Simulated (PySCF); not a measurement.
C₄H₉NO (SMILES CC(=O)N(C)C), singlet, at a GFN2-xTB geometry; PBE/STO-3G run with PySCF.

The PySCF input:
```python
from pyscf import gto, scf, dft

mol = gto.M(
    atom='''
C    -1.67732196   -0.50074772   -0.65125544
N    -0.57422778   -0.00792134    0.14175086
C    -0.86869143    0.33280828    1.51208061
C     0.67424499   -0.00386145   -0.38905005
C     1.78455202    0.44966916    0.53412904
O     0.88585823   -0.33651426   -1.53961564
H    -2.44944444    0.26546260   -0.74932265
H    -1.29193779   -0.75297076   -1.63723256
H    -2.11223673   -1.39244003   -0.19336541
H    -0.34513720    1.23939610    1.81400081
H    -0.59346284   -0.47578459    2.19769932
H    -1.93881019    0.51078421    1.60496050
H     2.72960926    0.32720761    0.01256754
H     1.66052237    1.49927813    0.79283406
H     1.79692460   -0.14057928    1.44710246
''',
    basis='sto-3g',
    verbose=4,
)

mf = dft.RKS(mol)
mf.xc = 'pbe'
mf.level_shift = 1.0
mf.max_cycle = 100
mf.kernel()
```

Output, abridged:

```
PySCF version 2.14.0

[INPUT] verbose = 4
[INPUT] num. atoms = 15
[INPUT] num. electrons = 48
[INPUT] charge = 0
[INPUT] spin (= nelec alpha-beta = 2S) = 0
[INPUT] symmetry False subgroup None
[INPUT] Mole.unit = angstrom
[INPUT] Symbol           X                Y                Z      unit          X                Y                Z       unit  Magmom
[...]
nuclear repulsion = 252.485990077171
number of shells = 27
number of NR pGTOs = 117
number of NR cGTOs = 39
basis = sto-3g
ecp = {}

******** <class 'pyscf.dft.rks.RKS'> ********
method = RKS
initial guess = minao
damping factor = 0
level_shift factor = 1.0
DIIS = <class 'pyscf.scf.diis.CDIIS'>
diis_start_cycle = 1
diis_space = 8
diis_damp = 0
SCF conv_tol = 1e-09
SCF conv_tol_grad = None
SCF max_cycles = 100
direct_scf = True
direct_scf_tol = 1e-13
XC library pyscf.dft.libxc version 7.1.2
    S. Lehtola, C. Steigemann, M. J. T. Oliveira, and M. A. L. Marques,  SoftwareX 7, 1–5 (2018)
XC functionals = pbe
    J. P. Perdew, K. Burke, and M. Ernzerhof,  Phys. Rev. Lett. 77, 3865 (1996)
    J. P. Perdew, K. Burke, and M. Ernzerhof,  Phys. Rev. Lett. 78, 1396 (1997)
    J. P. Perdew, K. Burke, and M. Ernzerhof,  Phys. Rev. Lett. 77, 3865 (1996)
    J. P. Perdew, K. Burke, and M. Ernzerhof,  Phys. Rev. Lett. 78, 1396 (1997)
radial grids:
    Treutler-Ahlrichs [JCP 102, 346 (1995); DOI:10.1063/1.469408] (M4) radial grids

becke partition: Becke, JCP 88, 2547 (1988); DOI:10.1063/1.454033
pruning grids: <function nwchem_prune>
grids dens level: 3
symmetrized grids: False
atomic radii adjust function: <function treutler_atomic_radii_adjust>
small_rho_cutoff = 0
Set gradient conv threshold to 3.16228e-05
Initial guess from minao.
tot grids = 172728
init E= -284.466305139306
[...]
cycle= 1 E= -283.483980184832  delta_E= 0.982  |g|= 0.884  |ddm|= 4.81
[...]
cycle= 2 E= -283.768452639943  delta_E= -0.284  |g|= 0.223  |ddm|= 1.32
[...]
cycle= 3 E= -283.781968463657  delta_E= -0.0135  |g|= 0.119  |ddm|= 0.22
[...]
cycle= 4 E= -283.785512579026  delta_E= -0.00354  |g|= 0.0698  |ddm|= 0.106
[...]
cycle= 5 E= -283.786824366787  delta_E= -0.00131  |g|= 0.0361  |ddm|= 0.0655
[...]
cycle= 6 E= -283.787232230029  delta_E= -0.000408  |g|= 0.0183  |ddm|= 0.0387
[...]
cycle= 7 E= -283.787366066045  delta_E= -0.000134  |g|= 0.0101  |ddm|= 0.0235
[...]
cycle= 8 E= -283.78741389595  delta_E= -4.78e-05  |g|= 0.00674  |ddm|= 0.0142
[...]
cycle= 9 E= -283.787435987031  delta_E= -2.21e-05  |g|= 0.00488  |ddm|= 0.0091
[...]
cycle= 10 E= -283.787446213288  delta_E= -1.02e-05  |g|= 0.00384  |ddm|= 0.00608
[...]
cycle= 11 E= -283.787451526912  delta_E= -5.31e-06  |g|= 0.0031  |ddm|= 0.00414
[...]
cycle= 12 E= -283.787454427927  delta_E= -2.9e-06  |g|= 0.00251  |ddm|= 0.00284
[...]
cycle= 13 E= -283.787456075256  delta_E= -1.65e-06  |g|= 0.00205  |ddm|= 0.002
[...]
cycle= 14 E= -283.78745703435  delta_E= -9.59e-07  |g|= 0.00169  |ddm|= 0.00143
[...]
cycle= 15 E= -283.787457624117  delta_E= -5.9e-07  |g|= 0.00138  |ddm|= 0.00104
[...]
cycle= 16 E= -283.787457988011  delta_E= -3.64e-07  |g|= 0.00113  |ddm|= 0.00077
[...]
cycle= 17 E= -283.787458212272  delta_E= -2.24e-07  |g|= 0.000925  |ddm|= 0.000575
[...]
cycle= 18 E= -283.787458357619  delta_E= -1.45e-07  |g|= 0.000758  |ddm|= 0.000443
[...]
cycle= 19 E= -283.78745845065  delta_E= -9.3e-08  |g|= 0.000619  |ddm|= 0.000339
[...]
cycle= 20 E= -283.787458511553  delta_E= -6.09e-08  |g|= 0.000503  |ddm|= 0.000264
[...]
cycle= 21 E= -283.787458550689  delta_E= -3.91e-08  |g|= 0.00041  |ddm|= 0.000208
[...]
cycle= 22 E= -283.78745857644  delta_E= -2.58e-08  |g|= 0.000333  |ddm|= 0.000166
[...]
cycle= 23 E= -283.787458593184  delta_E= -1.67e-08  |g|= 0.000271  |ddm|= 0.000132
[...]
cycle= 24 E= -283.78745860402  delta_E= -1.08e-08  |g|= 0.000222  |ddm|= 0.000104
[...]
cycle= 25 E= -283.787458611249  delta_E= -7.23e-09  |g|= 0.000181  |ddm|= 8.45e-05
[...]
cycle= 26 E= -283.787458615984  delta_E= -4.73e-09  |g|= 0.000148  |ddm|= 6.79e-05
[...]
cycle= 27 E= -283.787458619141  delta_E= -3.16e-09  |g|= 0.000121  |ddm|= 5.51e-05
[...]
cycle= 28 E= -283.787458621246  delta_E= -2.1e-09  |g|= 9.87e-05  |ddm|= 4.46e-05
[...]
cycle= 29 E= -283.787458622653  delta_E= -1.41e-09  |g|= 8.06e-05  |ddm|= 3.65e-05
[...]
cycle= 30 E= -283.787458623595  delta_E= -9.41e-10  |g|= 6.58e-05  |ddm|= 2.99e-05
[...]
cycle= 31 E= -283.78745862422  delta_E= -6.26e-10  |g|= 5.38e-05  |ddm|= 2.43e-05
[...]
cycle= 32 E= -283.787458624639  delta_E= -4.18e-10  |g|= 4.4e-05  |ddm|= 1.99e-05
[...]
cycle= 33 E= -283.78745862492  delta_E= -2.81e-10  |g|= 3.61e-05  |ddm|= 1.62e-05
[...]
cycle= 34 E= -283.787458625106  delta_E= -1.87e-10  |g|= 2.96e-05  |ddm|= 1.33e-05
[...]
Extra cycle  E= -283.787458622146  delta_E= 2.96e-09  |g|= 0.000105  |ddm|= 0.000194
converged SCF energy = -283.787458622146
```
